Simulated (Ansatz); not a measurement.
Gas-phase electronic energies from Ansatz, PBE0-D4/def2-TZVP geometries. CCSD(T)/CBS is the MP2 limit (def2-TZVPP, def2-QZVPP) plus CCSD(T) − MP2 in def2-TZVPP, frozen cores. This one scheme is used for every species. DFT in def2-TZVPP. B3LYP here is the variant with VWN-RPA as its local correlation; programs differ in this. For Ge outer-core shells are correlated without core-valence functions, which leaves a few kJ/mol of doubt a bond. Scalar relativity is left out up to krypton. Each species was taken in one conformer, which may not be the lowest.

`N[SiH](Cl)N[SiH3]` + `[NH2][GeH2][OH]` → `[NH2][GeH2][O][SiH](N)Cl` + `N[SiH3]`  (ligand exchange at the Si–N bond)

```csv
level,ΔE (kcal/mol),difference from CCSD(T)/CBS
PBE-D4,-13.7,0.6
r2SCAN-D4,-14.9,-0.6
PBE0-D4,-14.0,0.3
B3LYP-D4,-15.2,-0.9
ωB97X-V,-15.0,-0.7
ωB97M-V,-15.0,-0.7
B2PLYP,-14.9,-0.6
PBE,-13.2,1.1
r2SCAN,-14.7,-0.4
PBE0,-13.6,0.7
B3LYP,-14.6,-0.3
HF/def2-TZVPP,-16.1,-1.8
MP2/def2-TZVPP,-14.8,-0.5
SCS-MP2/def2-TZVPP,-15.1,-0.8
CCSD/def2-TZVPP,-15.1,-0.8
CCSD(T)/def2-TZVPP,-15.0,-0.7
HF/def2-QZVPP,-16.0,-1.7
MP2/def2-QZVPP,-14.4,-0.1
SCS-MP2/def2-QZVPP,-14.6,-0.3
HF/CBS(def2),-16.0,-1.7
MP2/CBS(def2),-14.1,0.2
CCSD/CBS(def2),-14.4,-0.1
CCSD(T)/CBS,-14.3,0
```

Largest T1 diagnostic among the species: 0.011.

In def2-TZVPP, CCSD(T) changes the Hartree–Fock value by +1.1 kcal/mol (the triples alone add +0.1 kcal/mol) and MP2 by +1.3 kcal/mol.
